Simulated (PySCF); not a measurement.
A PySCF script (with the pyscf-properties extension) for the NMR shieldings of `C1(N(NC)C)CC1`, C5H12N2, on a GFN2-xTB geometry:

```python
import basis_set_exchange as bse
import numpy as np
from pyscf import gto, dft
from pyscf.prop import nmr

atoms = """
C    -1.758752   -1.419563    0.450931
N    -1.604504   -0.110322   -0.145405
N    -0.389944    0.523029    0.217993
C    -0.570136    1.960096    0.133608
C     0.742220    0.074817   -0.544010
C     1.547918   -1.081789   -0.031026
C     2.113912    0.303652    0.012701
H    -2.779849   -1.751821    0.267220
H    -1.065013   -2.177398    0.063907
H    -1.606364   -1.316557    1.523390
H    -1.699330   -0.173520   -1.165291
H     0.320410    2.449550    0.521061
H    -0.746568    2.303579   -0.896576
H    -1.428446    2.228358    0.744765
H     0.628557    0.158470   -1.631820
H     1.248297   -1.519421    0.907549
H     1.946993   -1.787661   -0.744221
H     2.907149    0.566849   -0.670225
H     2.183646    0.778904    0.977986
"""
names = dict.fromkeys(["C", "N", "H"], "pcSseg-1")
basis = {el: gto.basis.parse(bse.get_basis(n, elements=[el], fmt="nwchem")) for el, n in names.items()}
mol = gto.M(atom=atoms, basis=basis, charge=0, verbose=0)
mf = dft.RKS(mol, xc="PBE0")
mf.grids.level = 2
mf.grids.alignment = dft.numint.BLKSIZE   # the property module wants whole blocks of grid points
mf.conv_tol = 1e-9
mf.kernel()

calc = nmr.RKS(mf)   # GIAO
C = mf.mo_coeff
Co = C[:, mf.mo_occ > 0]
resp = mf.gen_response(singlet=True, hermi=2)
def vind(x):   # induced exchange potential for any number of trial vectors
    d = np.einsum("pi,xij,qj->xpq", C, 2 * x.reshape(-1, C.shape[1], Co.shape[1]), Co, optimize=True)
    return np.einsum("xpq,pi,qj->xij", resp(d - d.transpose(0, 2, 1)), C, Co, optimize=True).ravel()
mo1, _ = nmr.rhf.solve_mo1(calc, with_cphf=vind)
sigma = calc.kernel(mo1)
for i, s in enumerate(sigma):   # ppm
    print("%2d %-2s %9.2f" % (i, mol.atom_pure_symbol(i), np.trace(s) / 3))
```

Problem. What does it print?

Solution. 
```
 0 C     146.89
 1 N     150.39
 2 N     155.25
 3 C     137.98
 4 C     146.01
 5 C     175.47
 6 C     182.83
 7 H      28.97
 8 H      28.44
 9 H      29.06
10 H      30.24
11 H      29.09
12 H      29.52
13 H      28.93
14 H      30.51
15 H      30.90
16 H      31.16
17 H      31.40
18 H      31.54
```

These numbers come from an equivalent density-fitted implementation of the same equations, which agrees with the script to about 0.01 ppm for H and up to a few tenths of a ppm for heavy atoms, so last digits may differ.

Problem. Turn these shieldings into chemical shifts. δ = σ(ref) − σ, references computed at the same level: TMS for $^{13}$C (186.93 ppm) and $^{1}$H (31.72 ppm); $^{15}$N (267.73 ppm) vs NH3.

Solution. Averaging equivalent atoms: C 3: 48.9; C 4: 40.9; C 0: 40.0; C 5/6: 7.8; N 1: 117.3; N 2: 112.5; H 7/8/9: 2.89; H 11/12/13: 2.54; H 10: 1.47; H 14: 1.21; H 15/18: 0.50; H 16/17: 0.44 ppm. Experimental scales use liquid or dissolved standards, which lie at an offset from isolated NH3 (liquid NH3: subtract about 20 ppm).

Size and cost of the density-fitted run: 179 basis functions, roughly 70 core-seconds.
